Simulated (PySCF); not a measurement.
# CeCl₄: one-bond stretch

Level of theory: PySCF, PBE0, basis Ce lcecp-2-TZVP with ECP46, Cl def2-TZVP (scalar-relativistic core potentials, no spin–orbit coupling, density fitting).

Rigid scan from the valence singlet (4f shell in the core) minimum (Ce–Cl 2.480 Å (×4); Cl–Ce–Cl 109.5° (×6)). Coordinate: the bond from Ce to the last atom (Cl) scaled, the rest fixed. Energies in kJ/mol from the minimum.

Task: Predict the curve at 0.92, 0.96, 1.00, 1.05, 1.12, 1.20, 1.35, 1.55, 1.80, 2.20.

Result: 
```csv
scale of one bond,E (kJ/mol),dipole size (D)
0.92,34.5,1.35
0.96,7.6,0.67
1.00,0.0,0.00
1.05,8.8,0.82
1.12,40.9,1.93
1.20,90.6,3.13
1.35,189.1,5.21
1.55,300.0,–
1.80,397.2,–
2.20,483.9,–
```

At long bonds a restricted determinant can lie too high, and another spin state can fall below this curve.

The 4f shell sits in the core potential, so its spin is not counted.

Other isomers or separated fragments may lie lower.

The scan took of the order of 10 core-minutes on a shared host.
